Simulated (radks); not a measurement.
Results of a calculation; reference values are marked as such.
The mean radii <r> (bohr) of the occupied orbitals of an atom or ion are listed with their occupations. Code: a radial shooting solver on a logarithmic mesh with Libxc functionals. Model: scalar-relativistic Kohn-Sham, LDA (Slater exchange, Perdew-Wang correlation), spin-polarised, spherical densities, finite nucleus; Fermi nuclear charge, rms radius of each element as measured or else 0.836 A^(1/3) + 0.57 fm.

orbital  occ.      <r>
1s up       1  0.01836
1s down     1  0.01836
2s up       1  0.07763
2s down     1  0.07762
2p up       3  0.06946
2p down     3  0.06946
3s up       1   0.2013
3s down     1   0.2013
3p up       3   0.2014
3p down     3   0.2014
3d up       5   0.1824
3d down     5   0.1824
4s up       1   0.4499
4s down     1   0.4499
4p up       3   0.4783
4p down     3   0.4783
4d up       5   0.5117
4d down     5   0.5115
5s up       1    1.069
5s down     1    1.064
5p up       3    1.253
5p down     3    1.245
4f up       7   0.6098
4f down     7   0.6058
6s up       1    3.092
5d up       4    2.036
6s down     1    3.300

Name the element and its charge. Open shells, if any, are filled with parallel spins first.

Answer. Z = 74, tungsten, charge 0: W in [Xe] 4f14 5d4 6s2. The 1s radius gives Z: for a bare nucleus <r> = (2 gamma + 1)/(2Z) with gamma = sqrt(1 - (Z/c)^2), 0.01813 bohr for Z = 74, and screening makes it slightly larger (0.01836 here). The occupations add up to 74, and the charge is Z minus that.
